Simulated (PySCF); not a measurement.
CH₈OW, multiplicity 1. Atoms are numbered in the order given.

```xyz
11

W     -0.0173     0.4279     0.0000
O     -0.3972    -1.3983     0.0000
C      0.1729    -2.6880     0.0000
H     -0.1593    -3.2361    -0.8963
H     -0.1593    -3.2361     0.8963
H      1.2732    -2.6271     0.0000
H      1.1003     1.2850    -0.9425
H      1.5640    -0.0936     0.0000
H     -0.6495     1.1354    -1.4258
H      1.1003     1.2850     0.9425
H     -0.6495     1.1354     1.4258
```

Geometry optimised at B3LYP-D3(BJ)/def2-SVP. The multiplicity is an assumed one; no other spin state was optimised. The structure was generated by enumeration; whether it is a known compound was not checked. The def2 effective core potentials stand for the cores of W; spin–orbit coupling is left out.

All values below come from PySCF with TDDFT-PBE/def2-SVPD.

Vertical excitations. The molecule is in vacuum. State labels are in the subgroup Cs.

### Question
Estimate the UV-visible absorptions. (An estimate is asked for; the answer gives what the named calculation found.)

### Answer

```csv
state,symmetry,energy (eV),λ (nm),f,main pairs
S1,A',3.79,327,0.018,HOMO→LUMO 98 %
S2,A",3.89,319,0.001,HOMO−1→LUMO 99 %
S3,A',4.40,282,0.038,HOMO→LUMO+1 95 %
S4,A",4.53,274,0.011,"HOMO−1→LUMO+1 81 %, HOMO→LUMO+2 15 %"
S5,A",4.63,268,0.005,"HOMO−2→LUMO 56 %, HOMO→LUMO+2 29 %, HOMO−1→LUMO+1 13 %"
S6,A",4.71,263,0.003,"HOMO→LUMO+2 55 %, HOMO−2→LUMO 40 %"
S7,A',4.94,251,0.001,HOMO−3→LUMO 92 %
S8,A',5.03,246,0.018,HOMO−1→LUMO+2 90 %
S9,A",5.27,235,0.001,HOMO−2→LUMO+1 90 %
S10,A',5.42,229,0.030,HOMO−4→LUMO 81 %
T1,A',3.18,390,0,HOMO→LUMO 99 %
T2,A",3.54,350,0,HOMO−1→LUMO 99 %
T3,A',3.85,322,0,HOMO→LUMO+1 99 %
T4,A",4.16,298,0,HOMO−1→LUMO+1 90 %
```
Triplets are in the Tamm–Dancoff approximation, which puts them higher than full response would, so one can lie above its singlet here.
